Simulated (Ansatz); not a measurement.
Calculated with Ansatz (gas phase, PBE0-D4/def2-TZVP geometries, no zero-point term in ΔE). CCSD(T)/CBS adds triple-zeta CCSD(T) − MP2 to the extrapolated MP2 energy (def2 sets, frozen cores). This one scheme is used for every species. DFT in def2-TZVPP. B3LYP here is the variant with VWN-RPA as its local correlation; programs differ in this. Each species was taken in one conformer, which may not be the lowest.

Consider the redistribution: `O[SiH]([SiH3])Cl` + `F[SiH2][SiH2]F` → `O[SiH](Cl)[SiH2]F` + `F[SiH2][SiH3]`.

```
             level  ΔE (kJ/mol)  difference from CCSD(T)/CBS
            PBE-D4         -1.9                         -2.3
         r2SCAN-D4         -1.5                         -1.9
           PBE0-D4         -0.8                         -1.2
          B3LYP-D4         -0.5                         -0.9
           ωB97X-V          0.2                         -0.2
           ωB97M-V         -0.2                         -0.6
            B2PLYP          0.4                          0.0
               PBE         -1.5                         -1.9
            r2SCAN         -1.4                         -1.8
              PBE0         -0.4                         -0.8
             B3LYP          0.2                         -0.2
     HF/def2-TZVPP          2.4                          2.0
    MP2/def2-TZVPP          0.7                          0.3
SCS-MP2/def2-TZVPP          0.9                          0.5
   CCSD/def2-TZVPP          0.9                          0.5
CCSD(T)/def2-TZVPP          0.4                          0.0
     HF/def2-QZVPP          2.4                          2.0
    MP2/def2-QZVPP          0.7                          0.3
SCS-MP2/def2-QZVPP          0.9                          0.5
      HF/CBS(def2)          2.4                          2.0
     MP2/CBS(def2)          0.7                          0.3
    CCSD/CBS(def2)          0.9                          0.5
       CCSD(T)/CBS          0.4                            0
```

Largest T1 diagnostic among the species: 0.012.
